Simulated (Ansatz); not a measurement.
Relaxation of CH4BClSi (8 atoms, charge 0, multiplicity 1), to a largest force component of 0.015 eV/Å in at most 40 steps.

Theory: RKS PBE/def2-mTZVP (Ansatz 0.2.0).

```xyz
8
Properties=species:S:1:pos:R:3
C -0.019 1.503 -0.302
B 0.378 0.014 -0.115
Si 1.503 -1.319 0.403
Cl 1.324 -2.091 2.302
H -0.833 1.516 -1.031
H -0.410 1.980 0.598
H 0.763 2.150 -0.705
H 2.276 -2.323 -0.319
```

Task: Where does it end, and by what steps?

Result: The run converged. The force dipped under the threshold on the way, but the program's further checks kept it going. After 20 steps the energy has fallen by 0.335 eV; Si3 moved furthest, 0.41 Å.

```json
{"step": "0", "energy less start (eV)": "0.0000", "largest force component (eV/Å)": "1.348", "accepted": "yes"}
{"step": "1", "energy less start (eV)": "-0.2198", "largest force component (eV/Å)": "0.738", "accepted": "yes"}
{"step": "2", "energy less start (eV)": "-0.2841", "largest force component (eV/Å)": "0.820", "accepted": "yes"}
{"step": "3", "energy less start (eV)": "-0.3208", "largest force component (eV/Å)": "0.286", "accepted": "yes"}
{"step": "4", "energy less start (eV)": "-0.3313", "largest force component (eV/Å)": "0.074", "accepted": "yes"}
{"step": "5", "energy less start (eV)": "-0.3198", "largest force component (eV/Å)": "0.368", "accepted": "no"}
{"step": "6", "energy less start (eV)": "-0.3326", "largest force component (eV/Å)": "0.037", "accepted": "yes"}
{"step": "7", "energy less start (eV)": "-0.3335", "largest force component (eV/Å)": "0.038", "accepted": "yes"}
{"step": "8", "energy less start (eV)": "-0.3334", "largest force component (eV/Å)": "0.021", "accepted": "no"}
{"step": "9", "energy less start (eV)": "-0.3336", "largest force component (eV/Å)": "0.017", "accepted": "yes"}
{"step": "10", "energy less start (eV)": "-0.3341", "largest force component (eV/Å)": "0.039", "accepted": "yes"}
{"step": "11", "energy less start (eV)": "-0.3342", "largest force component (eV/Å)": "0.101", "accepted": "yes"}
{"step": "12", "energy less start (eV)": "-0.3346", "largest force component (eV/Å)": "0.048", "accepted": "yes"}
{"step": "13", "energy less start (eV)": "-0.3346", "largest force component (eV/Å)": "0.021", "accepted": "no"}
{"step": "14", "energy less start (eV)": "-0.3347", "largest force component (eV/Å)": "0.016", "accepted": "yes"}
{"step": "15", "energy less start (eV)": "-0.3349", "largest force component (eV/Å)": "0.012", "accepted": "yes"}
{"step": "16", "energy less start (eV)": "-0.3350", "largest force component (eV/Å)": "0.052", "accepted": "yes"}
{"step": "17", "energy less start (eV)": "-0.3350", "largest force component (eV/Å)": "0.028", "accepted": "yes"}
{"step": "18", "energy less start (eV)": "-0.3351", "largest force component (eV/Å)": "0.009", "accepted": "yes"}
{"step": "19", "energy less start (eV)": "-0.3351", "largest force component (eV/Å)": "0.009", "accepted": "yes"}
{"step": "20", "energy less start (eV)": "-0.3351", "largest force component (eV/Å)": "0.008", "accepted": "yes"}
```

```xyz
8
Properties=species:S:1:pos:R:3
C -0.040 1.443 -0.341
B 0.542 0.062 -0.073
Si 1.828 -1.170 0.608
Cl 0.982 -2.200 2.257
H -0.998 1.438 -0.883
H -0.189 1.970 0.621
H 0.678 2.064 -0.907
H 2.179 -2.176 -0.453
```

The run took 27 s on 2 threads of AMD EPYC 7B13 (Zen 3) (shared host), peak memory 0.18 GiB.
